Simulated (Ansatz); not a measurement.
`[OH][GeH2][GeH3]` + CH₃OH → `C[O][GeH2][OH]` + GeH₄ at 400 K and 1 bar (cleavage of the Ge–Ge bond).

Computed with Ansatz on PBE0-D4/def2-TZVP structures; ΔE is electronic, products minus reactants. CCSD(T)/CBS is the MP2 limit (def2-TZVPP, def2-QZVPP) plus CCSD(T) − MP2 in def2-TZVPP, frozen cores. This one scheme is used for every species. For Ge outer-core shells are correlated without core-valence functions, which leaves a few kJ/mol of doubt a bond. Scalar relativity is left out up to krypton. One conformer a species, not always the lowest.

```csv
species,CCSD(T)/CBS energy (Eh),H − E (kJ/mol),S (J/(mol·K))
`[OH][GeH2][GeH3]`,-4231.02019,169.9,382.1
CH₃OH,-115.61712,151.2,252.6
`C[O][GeH2][OH]`,-2268.14728,218.8,376.4
GeH₄,-2078.49493,93.6,231.8
```

H − E and S are ideal-gas, rigid-rotor, harmonic terms from PBE0-D4/def2-TZVP, for one conformer and one mirror image of each species. 1 Eh = 2625.50 kJ/mol, R = 8.31446 J/(mol·K).

By hand: ΔE, ΔH, ΔS and ΔG.

ΔE = (-2268.14728) + (-2078.49493) − (-4231.02019) − (-115.61712) = -0.00490 Eh = -12.9 kJ/mol. Δ(H − E) = 218.8 + 93.6 − 169.9 − 151.2 = -8.7, so ΔH = -21.6 kJ/mol. ΔS = 376.4 + 231.8 − 382.1 − 252.6 = -26.5 J/(mol·K). ΔG = -21.6 − 400 × (-26.5)/1000 = -11.0 kJ/mol.

By hand: the equilibrium constant, and the temperature at which ΔG would vanish if ΔH and ΔS stayed fixed.

log₁₀ K = −ΔG/(RT ln 10) = 1.4. ΔG = 0 at ΔH/ΔS = 815 K.

TΔS isn't small against ΔH here. A doubt of 5 kJ/mol in ΔE shifts log₁₀ K by 0.7 here. Other conformers and mirror images would add mixing entropy, several J/(mol·K) or more a flexible species. Modes under 60 cm⁻¹, often nearly free rotors, make the harmonic entropy too high. These are equilibria of isolated gas molecules and say nothing of rates. Largest T1 diagnostic: 0.012 (customary marks: 0.02 for closed shells, 0.045 for open ones).
